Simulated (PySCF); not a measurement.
Simulation results for CH5GeOSi

Computed with PySCF 2.14.0. Calculation on a computer-drawn molecule: optimised geometry and harmonic frequencies of an isolated molecule of the commonest isotopes, restricted reference for singlets and unrestricted otherwise, frozen core in MP2; on germanium a core potential holds 10 electrons, which the energies leave out, and 3d is frozen in MP2 and coupled-cluster steps.

```yaml
- formula: CH5GeOSi
  start_structure:
    atoms_angstrom:
      - [C, 1.8177, 1.9182, 0.6691]
      - [Si, 0.0092, 1.6897, 0.5897]
      - [O, -1.1053, 2.5186, -0.2448]
      - [Ge, -0.6237, -0.2382, 1.6676]
      - [H, 2.3846, 1.0863, 1.0308]
      - [H, 2.1982, 2.9214, 0.8878]
      - [H, 0.54, -0.8388, 2.5352]
      - [H, -1.772, -0.0922, 2.5875]
      - [H, -0.9729, -1.3592, 0.75]
  given:
    charge: 0
    multiplicity: 2
    method: HF
    basis: "cc-pV(D+d)Z"
    basis_and_core_potential_on_germanium: "cc-pVDZ-PP ECP10MDF"
    drawn_bonds_atom: [1, 2, 2, 1, 1, 4, 4, 4]
    drawn_bonds_other_atom: [2, 3, 4, 5, 6, 7, 8, 9]
    drawn_bonds_order: [1, 2, 1, 1, 1, 1, 1, 1]
  results:
    optimised_atom_element: [C, Si, O, Ge, H, H, H, H, H]
    "optimised_atom_x [angstrom]": [1.809, 0.02261, -0.9495, -0.6751, 2.508, 2.237, 0.47, -1.872, -1.075]
    "optimised_atom_y [angstrom]": [2.014, 1.651, 2.548, -0.3912, 1.367, 2.906, -0.9795, -0.1104, -1.399]
    "optimised_atom_z [angstrom]": [0.7841, 0.6497, -0.06891, 1.701, 1.307, 0.337, 2.533, 2.608, 0.6225]
    "modes_frequency [cm^-1]": [20.69, 147.2, 229.6, 234.8, 286.7, 385.5, 515.2, 527.1, 667.2, 784.1, 820.2, 892.9, 961.2, 962.4, 1266, 1489, 2219, 2235, 2246, 3270, 3375]
    "modes_reduced_mass [dalton]": [1.082, 3.865, 5.555, 1.899, 1.539, 5.197, 1.171, 1.145, 1.327, 2.264, 1.907, 1.124, 1.02, 1.019, 17.24, 1.147, 1.022, 1.022, 1.016, 1.054, 1.115]
    "rotational_constants [GHz]": [6.745, 1.801, 1.447]
    "total_energy [hartree]": -697.9185
    spin_squared: 0.7793
    "convergence_status_largest_gradient_component [hartree/bohr]": 2.197e-05
```
